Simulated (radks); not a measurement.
All-electron atom: Os in [Xe] 4f14 5d6 6s2.

All-electron calculation, Dirac Kohn-Sham, PBEsol, spin-unpolarised, spherical densities, point nucleus; open shells are shared between the two j in proportion to 2j + 1. Program: a radial shooting solver on a logarithmic mesh with Libxc functionals.

Energy parts (hartree):
part                       energy
total                 -17276.8069
kinetic                19616.3123
electron-nucleus      -43301.9147
Hartree                 6744.6328
exchange-correlation    -335.8373

Orbitals (lengths in bohr, moments of r in powers of bohr; r(max) is where P^2 peaks):
orbital,occ.,eigenvalue (hartree),r(max),<r^4>,<1/r>
1s1/2,2,-2710.019,0.01102,5.124e-07,90.49
2s1/2,2,-471.6380,0.06360,0.00007586,22.10
2p1/2,2,-451.5336,0.04711,0.00004546,22.06
2p3/2,4,-395.2864,0.05416,0.00006783,18.31
3s1/2,2,-109.7397,0.1791,0.002786,8.112
3p1/2,2,-100.7557,0.1674,0.002447,8.025
3p3/2,4,-88.49106,0.1819,0.003289,7.053
3d3/2,4,-73.45422,0.1421,0.002211,6.950
3d5/2,6,-70.79712,0.1461,0.002419,6.724
4s1/2,2,-23.14550,0.4053,0.06440,3.419
4p1/2,2,-19.37873,0.4044,0.06974,3.309
4p3/2,4,-16.49449,0.4345,0.09357,2.970
4d3/2,4,-10.31778,0.4295,0.1168,2.760
4d5/2,6,-9.78362,0.4390,0.1280,2.680
4f5/2,6,-1.96394,0.4030,0.3133,2.258
4f7/2,8,-1.86081,0.4078,0.3346,2.225
5s1/2,2,-3.35819,0.9142,1.899,1.350
5p1/2,2,-2.19596,0.9739,2.859,1.221
5p3/2,4,-1.74454,1.056,4.121,1.099
5d3/2,2.4,-0.25481,1.333,29.15,0.7508
5d5/2,3.6,-0.21621,1.377,36.34,0.7175
6s1/2,2,-0.22763,2.474,166.1,0.4293

The highest occupied level is 5d5/2 at -5.883 eV. For comparison, the ionisation energy in NIST's Atomic Spectra Database is 8.438 eV (measured). In exact Kohn-Sham theory the highest level is minus the ionisation energy, but local and semilocal functionals leave it too shallow, through self-interaction and a potential that decays too fast; potentials with the right tail come closer. Summed over all electrons, <r^2> = 66.52 bohr^2, which gives a Langevin (diamagnetic) susceptibility term of -52.7 x 10^-6 cm^3/mol.

Beside tabulated values, note that spin-unpolarised runs miss the spin-polarisation part of the exchange energy of open shells.
